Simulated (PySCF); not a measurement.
**Electron correlation in Sc (scandium, neutral)**

[Ar] 3d1 4s1 4p1, one real determinant (an excited configuration). Calculation: PySCF 2.14, in x2c-QZVPPall (11s7p5d3f2g, 96 functions); scalar relativity by spin-free X2C-1e. Frozen: [Ar]; 3 electrons correlated.

| level | correlation energy (mhartree) |
| --- | --- |
| CCSD | -10.02 |
| (T) | -0.16 |
| CCSD(T) | -10.18 |

Diagnostics: T1 = 0.014, D1 = 0.0306, largest double amplitude 0.069.

The real determinant used has ⟨L²⟩ near 8 against 12 for a pure F term, so it mixes terms.

Cost of the coupled-cluster step: about 14 core-seconds, for 3 correlated electrons.

Iterations:

```
CC2 = 0
CCSD nocc = (np.int64(3), np.int64(0)), nmo = (87, 87)
frozen orbitals [[0, 1, 2, 3, 4, 5, 6, 7, 8], [0, 1, 2, 3, 4, 5, 6, 7, 8]]
max_cycle = 100
direct = 0
conv_tol = 1e-08
conv_tol_normt = 1e-06
diis_space = 8
diis_start_cycle = 0
Init t2, MP2 energy = -0.0061702278638984
Init E_corr(UCCSD) = -0.00617022786692987
cycle = 1  E_corr(UCCSD) = -0.00812612699267004  dE = -0.00195589913  norm(t1,t2) = 0.0314582
cycle = 2  E_corr(UCCSD) = -0.00893271676237251  dE = -0.00080658977  norm(t1,t2) = 0.0185879
cycle = 3  E_corr(UCCSD) = -0.00992793914426445  dE = -0.000995222382  norm(t1,t2) = 0.0123517
cycle = 4  E_corr(UCCSD) = -0.00995224183879413  dE = -2.43026945e-05  norm(t1,t2) = 0.00470232
cycle = 5  E_corr(UCCSD) = -0.0100252507319082  dE = -7.30088931e-05  norm(t1,t2) = 0.00197921
cycle = 6  E_corr(UCCSD) = -0.0100113288035512  dE = 1.39219284e-05  norm(t1,t2) = 0.000561968
cycle = 7  E_corr(UCCSD) = -0.010022295905549  dE = -1.0967102e-05  norm(t1,t2) = 0.000240112
cycle = 8  E_corr(UCCSD) = -0.010015819400756  dE = 6.47650479e-06  norm(t1,t2) = 0.000114914
cycle = 9  E_corr(UCCSD) = -0.0100187775656345  dE = -2.95816488e-06  norm(t1,t2) = 6.22215e-05
cycle = 10  E_corr(UCCSD) = -0.0100180950681138  dE = 6.82497521e-07  norm(t1,t2) = 3.84347e-05
cycle = 11  E_corr(UCCSD) = -0.0100181665842933  dE = -7.15161796e-08  norm(t1,t2) = 3.01346e-05
cycle = 12  E_corr(UCCSD) = -0.0100181634809278  dE = 3.10336555e-09  norm(t1,t2) = 2.76063e-05
cycle = 13  E_corr(UCCSD) = -0.0100181774297389  dE = -1.39488112e-08  norm(t1,t2) = 2.26449e-05
cycle = 14  E_corr(UCCSD) = -0.0100182107658332  dE = -3.33360943e-08  norm(t1,t2) = 1.22608e-05
cycle = 15  E_corr(UCCSD) = -0.010018184869567  dE = 2.58962662e-08  norm(t1,t2) = 5.1724e-06
cycle = 16  E_corr(UCCSD) = -0.0100181927739039  dE = -7.90433688e-09  norm(t1,t2) = 2.56035e-06
cycle = 17  E_corr(UCCSD) = -0.0100181770730347  dE = 1.57008692e-08  norm(t1,t2) = 8.52274e-07
cycle = 18  E_corr(UCCSD) = -0.0100181646129927  dE = 1.2460042e-08  norm(t1,t2) = 4.72267e-07
cycle = 19  E_corr(UCCSD) = -0.0100181644220363  dE = 1.90956383e-10  norm(t1,t2) = 2.63036e-07
UCCSD converged
E(UCCSD) = -763.2712902960399  E_corr = -0.0100181644220363
UCCSD(T) correction = -0.000163791087197487
```

The basis was made for the ground configuration and has no added diffuse functions, which can raise the energy of the promoted electron.

The reference is one real determinant that mixes LS terms of this configuration.
